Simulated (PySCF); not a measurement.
# Excitation energy of C by level of theory

C [He] 2s2 2p2 (3P) → C [He] 2s2 2p1 3s1 (3P), as a difference of total energies. All numbers are calculated (PySCF 2.14, scalar relativity by spin-free X2C-1e, in aug-cc-pCVTZ-DK with one added diffuse shell each of s, p, d, f type (8s7p5d3f, 75 functions)). Correlated levels: valence and next inner shell: nothing frozen. The calculations carry no spin-orbit coupling.

| method | excitation energy (eV) |
| --- | --- |
| UHF | 7.246 |
| MP2 (valence and next inner shell) | 7.581 |
| SCS-MP2 (valence and next inner shell) | 7.466 |
| CCSD (valence and next inner shell) | 7.436 |
| CCSD(T) (valence and next inner shell) | 7.439 |

Task: How much does correlation contribute at CCSD(T) (valence and next inner shell)?

Result: 7.439 − (7.246) = 0.193 eV, measured against UHF.

Errors of the correlated levels include the incompleteness of this basis.

For comparison: 7.482 eV (measured; NIST levels, between the centres of gravity of the two terms).
